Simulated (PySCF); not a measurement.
GaFClBr, SMILES [F][Ga]([Cl])[Br].

Geometry optimised at B3LYP-D3(BJ)/def2-SVP.

Calculation: TDA-PBE/def2-SVPD (PySCF 2.14.0).

Vertical excitations. Isolated molecule, no solvent. State labels are in the subgroup Cs.

Computed lowest excited states:
```tsv
state	symmetry	energy (eV)	λ (nm)	f	main pairs
S1	A'	4.74	262	0.011	HOMO→LUMO 99 %
S2	A"	4.90	253	0.005	HOMO−1→LUMO 100 %
S3	A'	5.29	234	0.021	HOMO−2→LUMO 97 %
S4	A"	5.48	226	0.015	HOMO−3→LUMO 99 %
S5	A"	5.61	221	0.000	HOMO→LUMO+1 100 %
S6	A'	5.95	209	0.002	HOMO−1→LUMO+1 59 %, HOMO−4→LUMO 40 %
S7	A"	6.14	202	0.001	HOMO−2→LUMO+1 100 %
S8	A'	6.43	193	0.127	HOMO−4→LUMO 40 %, HOMO−1→LUMO+1 27 %, HOMO−6→LUMO 24 %
S9	A"	6.70	185	0.021	HOMO−5→LUMO 99 %
S10	A'	6.70	185	0.025	HOMO−3→LUMO+1 79 %, HOMO−7→LUMO 13 %
T1	A'	4.38	283	0	HOMO→LUMO 100 %
T2	A"	4.57	271	0	HOMO−1→LUMO 100 %
T3	A'	4.91	252	0	HOMO−2→LUMO 100 %
T4	A"	5.13	242	0	HOMO−3→LUMO 99 %
```
Triplets are in the Tamm–Dancoff approximation.
